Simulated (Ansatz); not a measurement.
`C[CH2][Ga]([CH3])[Cl]` and `[CH3][Ga]([NH2])[Cl]` differ in one atom or group.

Ansatz, PBE0-D4/def2-TZVP geometries, multiplicity 1. Each molecule was computed in one conformer, which needn't be the lowest.

Scalar relativity is left out up to krypton.

```json
{"property": "LUMO energy (B3LYP/def2-TZVPP) / eV", "`C[CH2][Ga]([CH3])[Cl]`": "-1.17"}
{"property": "HOMO–LUMO gap (ωB97M-V/def2-TZVPP) / eV", "`C[CH2][Ga]([CH3])[Cl]`": "10.50"}
{"property": "LUMO energy (PBE/def2-TZVPP) / eV", "`C[CH2][Ga]([CH3])[Cl]`": "-1.69"}
{"property": "size of the dipole moment (B3LYP/def2-TZVPP) / D", "`C[CH2][Ga]([CH3])[Cl]`": "2.85"}
{"property": "HOMO–LUMO gap (PBE/def2-TZVPP) / eV", "`C[CH2][Ga]([CH3])[Cl]`": "4.63"}
{"property": "HOMO energy (B3LYP/def2-TZVPP) / eV", "`C[CH2][Ga]([CH3])[Cl]`": "-7.32"}
```

Problem. What does the change do to each property? (Estimate.)

Solution. The calculation gave: 
```tsv
property	`[CH3][Ga]([NH2])[Cl]`	shift
LUMO energy (B3LYP/def2-TZVPP) / eV	-0.42	0.75
HOMO–LUMO gap (ωB97M-V/def2-TZVPP) / eV	11.45	0.95
LUMO energy (PBE/def2-TZVPP) / eV	-0.95	0.74
size of the dipole moment (B3LYP/def2-TZVPP) / D	2.87	0.02
HOMO–LUMO gap (PBE/def2-TZVPP) / eV	5.19	0.56
HOMO energy (B3LYP/def2-TZVPP) / eV	-7.28	0.04
```

The zero-point energy changes by -102.8 kJ/mol with -12 modes. Dipoles are sizes alone; their direction can turn.

B3LYP here is the variant with VWN-RPA as its local correlation; programs differ in this.
